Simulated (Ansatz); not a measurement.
A run for Ansatz (an electronic-structure program): U-wB97X-V/def2-TZVPP on BrHSi (SMILES [SiH]Br), a point of a bond scan (R = 2.667 Å).

Ansatz 0.2 input:
```yaml
crystal:
  periodic: [false, false, false]
  atoms:
    - {symbol: Si, position_ang: [-0.89669569, -0.76104712, 1.06218335]}
    - {symbol: H, position_ang: [-2.63938029, -1.58046992, -0.78304454]}
    - {symbol: Br, position_ang: [0.41275014, 0.33954138, -0.42509526]}
basis:
  gaussian:
    orbitals: def2-TZVPP
hamiltonian:
  xc: {name: wB97X-V}
magnetization: {spin_polarized: true, initial_magnetization: 0}
```

### Question
Predict the final total energy.

### Answer
-2863.8572 hartree. Its determinant has ⟨S²⟩ = 0.45, a mixture of spin states.

### Question
How many basis functions does it have, and what does it roughly cost on one machine?

### Answer
104 functions; roughly 20 core-seconds.
